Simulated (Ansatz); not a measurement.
Calculation: Ansatz (a program for electronic structure) with frozen-core CCSD(T)/def2-TZVPP // B3LYP-D3(BJ)/def2-TZVP.

Ansatz 0.2 input:
```yaml
crystal:
  periodic: [false, false, false]
  atoms:
    - { symbol: F, position_ang: [1.139358, -0.518904, -0.074366] }
    - { symbol: C, position_ang: [-0.001823, 0.084034, 0.244572] }
    - { symbol: F, position_ang: [-1.049579, -0.669266, -0.074516] }
    - { symbol: H, position_ang: [-0.073499, 1.115281, -0.097408] }
basis:
  gaussian: { orbitals: def2-TZVPP }
correlation:
  method: ccsd_t
magnetization:
  spin_polarized: true
  initial_magnetization: 1
```

Output:

```
Functional definition: HF
699 factors; integrals over basis functions are off by at most 1.1e-3 eV
mean field evaluation 1: about -6457.4014 eV, gradient 2.0e1 eV
mean field evaluation 2: about -6457.4055 eV, gradient 2.0e1 eV
mean field evaluation 4: about -6459.1889 eV, gradient 2.8e0 eV
mean field evaluation 8: about -6459.2746 eV, gradient 1.7e-1 eV
mean field evaluation 16: about -6459.2550 eV, gradient 9.3e-1 eV
mean field -6459.27510590 eV, -237.3739818880 hartree, gradient 3.0e-6 eV, S^2 0.756122; 0 other end points of the search recorded, 0 dependent functions left out
3 core orbitals not correlated
reference -6459.27510590 eV, -237.3739818880 hartree; 10, 9 occupied and 94, 95 virtual orbitals, 699 factors
second order -17.25570245 eV of doubles, -0.00000000 eV of singles
cycle   1  -17.09751515 eV  change    1.6e-1 eV  update   8.6e-2
cycle   2  -17.46233396 eV  change   -3.6e-1 eV  update   2.5e-2
cycle   3  -17.55678715 eV  change   -9.4e-2 eV  update   1.5e-2
cycle   4  -17.54627850 eV  change    1.1e-2 eV  update   4.8e-3
cycle   5  -17.54530682 eV  change    9.7e-4 eV  update   2.3e-3
cycle   6  -17.54671664 eV  change   -1.4e-3 eV  update   6.1e-4
cycle   7  -17.54660994 eV  change    1.1e-4 eV  update   2.4e-4
cycle   8  -17.54658354 eV  change    2.6e-5 eV  update   9.5e-5
cycle   9  -17.54660193 eV  change   -1.8e-5 eV  update   3.8e-5
cycle  10  -17.54658348 eV  change    1.8e-5 eV  update   1.5e-5
perturbative correction -0.53937584 eV, -0.0198216964 hartree
Total energy: -6477.36106522 eV, -238.0386286339 hartree
```

Cost: roughly 28 core-seconds.
